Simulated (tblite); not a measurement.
Compound: C5H7NOS.
SMILES with atom numbers: `[CH3:1][S:2]/[CH:3]=[CH:4]/[O:5][CH2:6][C:7]#[N:8]` (hydrogens: H9, H10, H11 on C1; H12 on C3; H13 on C4; H14, H15 on C6)

Computed with GFN2-xTB (tblite), gas phase: Langevin dynamics at 300 K from the optimised GFN2-xTB geometry, time step 0.5 fs, friction 0.01 fs⁻¹, 2000 steps.

Start geometry:
```
atom  x, y, z in Å
C1     -3.142    0.368   -0.389
S2     -2.206   -1.033    0.300
C3     -0.570   -0.434    0.035
C4      0.436   -1.273   -0.184
O5      1.754   -0.984   -0.331
C6      2.131    0.373   -0.234
C7      3.575    0.472   -0.326
N8      4.709    0.569   -0.395
H9     -4.192    0.133   -0.257
H10    -2.914    0.475   -1.445
H11    -2.894    1.276    0.155
H12    -0.473    0.637    0.114
H13     0.280   -2.339   -0.250
H14     1.688    0.965   -1.051
H15     1.814    0.801    0.731
```

The statistics below take the 31 frames saved every 25 fs from 250 to 1000 fs; their kinetic temperature (all 3N coordinates) averages 367 K.

Problem. Give the mean, spread and extremes of the bond lengths.

Solution. 
```
  bond  start (Å)  mean (Å)  standard deviation (Å)  shortest (Å)  longest (Å)
 C1–S2      1.820     1.839                   0.032         1.788        1.917
 S2–C3      1.762     1.771                   0.044         1.686        1.848
 C3=C4      1.328     1.334                   0.025         1.277        1.391
 C4–O5      1.357     1.362                   0.024         1.319        1.415
 O5–C6      1.412     1.419                   0.034         1.365        1.524
 C6–C7      1.450     1.456                   0.031         1.378        1.511
 C7≡N8      1.141     1.142                   0.015         1.112        1.180
 C1–H9      1.085     1.086                   0.032         1.024        1.161
C1–H10      1.086     1.086                   0.023         1.037        1.127
C1–H11      1.086     1.090                   0.029         1.011        1.143
C3–H12      1.078     1.085                   0.043         0.996        1.202
C4–H13      1.080     1.090                   0.047         0.985        1.204
C6–H14      1.102     1.120                   0.033         1.040        1.173
C6–H15      1.102     1.104                   0.023         1.070        1.155
```

Problem. Give the same statistics for bond angles, one of each kind among heavy atoms.

Solution. 
```tsv
angle	start (°)	mean (°)	standard deviation (°)	smallest (°)	largest (°)
C1–S2–C3	99.1	100.1	3.1	93.9	106.3
S2–C3–C4	120.9	120.4	4.6	109.9	128.2
C3–C4–O5	128.3	128.2	3.3	121.4	134.0
C4–O5–C6	117.2	117.6	3.9	108.6	125.7
O5–C6–C7	109.1	109.0	3.1	102.4	113.7
C6–C7–N8	179.1	172.7	4.0	165.2	178.8
```

Problem. How far does each atom move about its mean position (frames aligned on the start, all atoms weighted alike), and what rms force does it feel?

Solution. 
```tsv
atom	rms displacement (Å)	rms force (eV/Å)
C1	0.11	1.98
S2	0.24	1.20
C3	0.15	2.23
C4	0.13	2.24
O5	0.16	1.33
C6	0.11	1.78
C7	0.16	2.05
N8	0.27	1.97
H9	0.95	1.09
H10	0.95	0.86
H11	0.95	1.05
H12	0.27	1.43
H13	0.22	1.55
H14	0.25	1.10
H15	0.25	0.92
```

The displacements run from 0.11 to 0.95 Å.

Problem. Follow the torsions C1–S2–C3–C4, C3–C4–O5–C6 and C4–O5–C6–C7 through every second one of these frames.

Solution. 
| t (fs) | C1–S2–C3–C4 (°) | C3–C4–O5–C6 (°) | C4–O5–C6–C7 (°) |
| --- | --- | --- | --- |
| 250 | -130 | 9 | 162 |
| 300 | -131 | -1 | 167 |
| 350 | -143 | 24 | 163 |
| 400 | -139 | 7 | 170 |
| 450 | -138 | -10 | 178 |
| 500 | -147 | 9 | 175 |
| 550 | -148 | -22 | -170 |
| 600 | -154 | 16 | -176 |
| 650 | -147 | -12 | -174 |
| 700 | -145 | 29 | 173 |
| 750 | -139 | 4 | 169 |
| 800 | -140 | 16 | 160 |
| 850 | -133 | -3 | 161 |
| 900 | -129 | -8 | 166 |
| 950 | -128 | 13 | 164 |
| 1000 | -137 | 20 | 173 |

Largest departure from the start value over all these frames: C1–S2–C3–C4 28° (start -150°), C3–C4–O5–C6 28° (start 1°), C4–O5–C6–C7 27° (start 176°).

Problem. How widely does the potential energy scatter, against a harmonic estimate?

Solution. Mean 0.60 eV above the start, standard deviation 0.131 eV, range 0.39 to 0.86 eV. For 39 classical harmonic modes at 300 K the canonical values are 39kT/2 = 0.50 eV and kT·√(39/2) = 0.114 eV.

The run is classical and short, so these are rough statistics of one trajectory.

The cost below is that of the whole dynamics run. Hardware: Arm Neoverse N1, one thread, no GPU, shared host with 64 logical CPUs at a one-minute load of 56. Cost: 19 s of wall time, 0.18 GiB resident at most.
